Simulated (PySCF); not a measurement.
Compound: C₅H₆F₂.
Z-matrix (Å and degrees, PBE0-D3(BJ)/def2-SVP geometry), rows numbered from 1:
```
C 
C   1  1.3310
C   2  1.4973  1  123.81
F   3  1.3739  2  109.89  1  -129.88
C   3  1.5047  2  111.51  1   109.48
C   5  1.3261  3  126.49  2   116.17
F   5  1.3343  3  111.24  2   -63.67
H   1  1.0927  2  121.66  3  -177.88
H   1  1.0946  2  121.31  3     1.61
H   2  1.0960  1  121.28  3   177.82
H   3  1.1059  2  109.74  1   -10.36
H   6  1.0908  5  120.73  3   179.91
H   6  1.0890  5  119.13  3     0.50
```

The closed-shell ground state was solved at several levels (PySCF, density fitting, gas phase, non-relativistic).

| level | basis functions | total energy (Eh) | HOMO (eV) | LUMO (eV) | gap (eV) | dipole (D) |
| --- | --- | --- | --- | --- | --- | --- |
| B3LYP/def2-TZVP | 253 | -393.9387 | -7.39 | -0.85 | 6.54 | 0.76 |
| PBE0/pcSseg-0 | 75 | -392.4480 | -7.71 | -0.49 | 7.22 | 0.83 |
| PBE0/cc-pVDZ | 128 | -393.3643 | -7.42 | -0.36 | 7.06 | 0.79 |
| B3LYP/pcSseg-1 | 149 | -393.7427 | -7.39 | -0.79 | 6.60 | 0.77 |
| PBE0/6-31G* | 110 | -393.3303 | -7.25 | -0.13 | 7.12 | 0.78 |
| PBE0/def2-TZVP | 253 | -393.5021 | -7.60 | -0.61 | 6.99 | 0.76 |
| BLYP/pcSseg-1 | 149 | -393.6366 | -6.22 | -1.43 | 4.79 | 0.77 |
| OPBE/pcSseg-1 | 149 | -393.5390 | -6.32 | -1.46 | 4.86 | 0.77 |
| BHandHLYP/pcSseg-1 | 149 | -393.5327 | -8.71 | 0.57 | 9.28 | 0.78 |
| PBE0/6-31G | 75 | -393.2466 | -7.46 | -0.23 | 7.23 | 0.80 |
| BHandHLYP/pcJ-1 | 249 | -393.5756 | -8.70 | 0.58 | 9.28 | 0.78 |
| B97-2/pcJ-1 | 249 | -393.6480 | -7.36 | -0.62 | 6.74 | 0.78 |
| B3LYP/pcJ-0 | 109 | -393.0401 | -7.43 | -0.67 | 6.76 | 0.79 |

Question: What might PBE0/pcJ-1 (249 basis functions) give for the same quantities?

Answer: Total energy -393.3499 Eh, HOMO -7.62 eV, LUMO -0.57 eV, gap 7.05 eV, dipole 0.78 D.

Question: How much does the basis alone move the frontier levels among the 6 PBE0 rows (the withheld one included)?

Answer: The HOMO by 0.46 eV and the LUMO by 0.48 eV. By rising basis size (HOMO, LUMO in eV): pcSseg-0 -7.71, -0.49; 6-31G -7.46, -0.23; 6-31G* -7.25, -0.13; cc-pVDZ -7.42, -0.36; pcJ-1 -7.62, -0.57; def2-TZVP -7.60, -0.61.

Question: In the pcSseg-1 basis, how does the gap go with the fixed share of exact exchange?

Answer: BLYP (0 %) 4.79 eV; OPBE (0 %) 4.86 eV; B3LYP (20 %) 6.60 eV; BHandHLYP (50 %) 9.28 eV. Each rise in the share widens the gap here.

Question: How far do the dipole and the HOMO energy spread over the levels?

Answer: The dipole runs from 0.76 to 0.83 D (mean 0.78 D) and the HOMO from -8.71 to -6.22 eV.

One conformer stands for the species.
